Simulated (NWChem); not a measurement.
Molecule: SbH₂Cl; SMILES [Cl][SbH2]

Program: NWChem. Coordinates come from a PBE0/def2-SVP optimisation. def2 effective core potentials on Sb; no spin-orbit coupling. Static field.

```json
[
 {"level": "PBE/def2-SVPD", "isotropic polarisability (bohr³)": "59.6", "anisotropy (bohr³)": "17.8"},
 {"level": "B3LYP/def2-SVPD", "isotropic polarisability (bohr³)": "58.7", "anisotropy (bohr³)": "17.5"},
 {"level": "CAM-B3LYP/def2-SVPD", "isotropic polarisability (bohr³)": "…", "anisotropy (bohr³)": "17.2"},
 {"level": "Hartree-Fock/def2-SVPD", "isotropic polarisability (bohr³)": "56.6", "anisotropy (bohr³)": "16.5"}
]
```

**Question.** Complete the blanks.

**Answer.** 
- CAM-B3LYP/def2-SVPD, isotropic polarisability (bohr³): 58.1
